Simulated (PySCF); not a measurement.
Homolysis of single bonds, series In NH2-H. Isolated molecules, 0 K electronic values unless said otherwise. One relaxed conformer stands for each flexible species; it need not be the lowest. Strings in code marks are SMILES.

Method: TPSSh-D3(BJ)/def2-TZVP // CAM-B3LYP-D3(BJ)/def2-TZVP (PySCF). All candidates: neutral, multiplicity 1. 

```
Quantity         Result
-------------  --------
LUMO           -0.61 eV
HOMO           -5.79 eV
HOMO–LUMO gap   5.18 eV
```

### Question
Which member has these values?
A) `[InH3]`
B) `[NH2][InH2]`
C) `[NH2][InH][NH2]`

### Answer
C, `[NH2][InH][NH2]`. The others give `[InH3]`: -2.17 eV, -7.64 eV, 5.47 eV; `[NH2][InH2]`: -1.33 eV, -6.20 eV, 4.87 eV
